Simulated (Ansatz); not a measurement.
cis-Hf(H2O)2Br4 (HfBr₄O₂H₄), relaxed as a singlet with RKS B3LYP-D4/def2-SVP in Ansatz, starting from the GFN2-xTB geometry. Force threshold 0.02 eV/Å.

In the def2 sets Hf takes a core potential; there is no spin–orbit coupling. The relaxation made no stability test and no search for a lower SCF solution. No other spin state of charge 0 was run.

Start:

Cartesian coordinates in Å:
```
Br -3.096 0.121 -0.693
Br 0.004 -0.830 -3.067
Br -0.439 -2.426 0.398
Br 0.035 2.334 -0.891
Hf -0.593 -0.136 -0.723
O 1.815 -0.257 -0.280
O -0.697 0.513 1.639
H 2.458 0.418 -0.554
H 2.307 -1.083 -0.141
H -0.970 -0.079 2.359
H -0.824 1.424 1.952
```

```csv
step,energy (eV),largest force component (eV/Å),SCF passes
1,-285627.9814,0.326,15
2,-285628.0043,1.422,23
3,-285628.1200,0.221,19
4,-285628.1300,0.116,20
5,-285628.1325,0.052,21
6,-285628.1328,0.009,22
```

Force components are those of the run's own axes.

End:

```xyz
11

Br   -3.0517    0.1060   -0.7327
Br   -0.0443   -0.8166   -3.0322
Br   -0.3570   -2.4362    0.5099
Br    0.1238    2.3822   -0.7940
Hf   -0.5388   -0.1238   -0.6555
O     1.7435   -0.2236   -0.1845
O    -0.5838    0.4901    1.5945
H     2.3314    0.4335   -0.5889
H     2.1790   -1.0903   -0.1757
H    -0.9775   -0.1227    2.2352
H    -0.8246    1.4014    1.8237
```

By distances, no bond broke or formed. The bond that changes most is Hf5–O6, from 2.45 to 2.33 Å (atoms count from 1).

No frequencies were taken in this run, so the end may be a saddle point.

Hardware: 4 threads of Arm Neoverse V1 on a shared host. Wall time 65 s, peak host memory 0.89 GiB.
